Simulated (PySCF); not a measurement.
How methods differ on the excitation energy of Zn²⁺

Zn²⁺ [Ar] 3d10 (1S) → Zn²⁺ [Ar] 3d9 4s1 (3D), as a difference of total energies. Calculation: PySCF 2.14, in ANO-RCC-VTZP; scalar relativity by spin-free X2C-1e. Correlated levels: valence and next inner shell: [Ne] frozen. The calculations carry no spin-orbit coupling.

| method | excitation energy (eV) |
| --- | --- |
| UHF | 8.041 |
| MP2 (valence and next inner shell) | 10.623 |
| SCS-MP2 (valence and next inner shell) | 10.335 |
| CCSD (valence and next inner shell) | 9.666 |
| CCSD(T) (valence and next inner shell) | 9.735 |

Question: How much does correlation contribute at CCSD(T) (valence and next inner shell)?

Answer: 9.735 − (8.041) = 1.694 eV, measured against UHF.

A first-order spin-orbit estimate (lowest level to lowest level, LS coupling) adds -0.149 eV.

The basis was made for the ground configuration and has no added diffuse functions, so the excitation energy can come out too high.
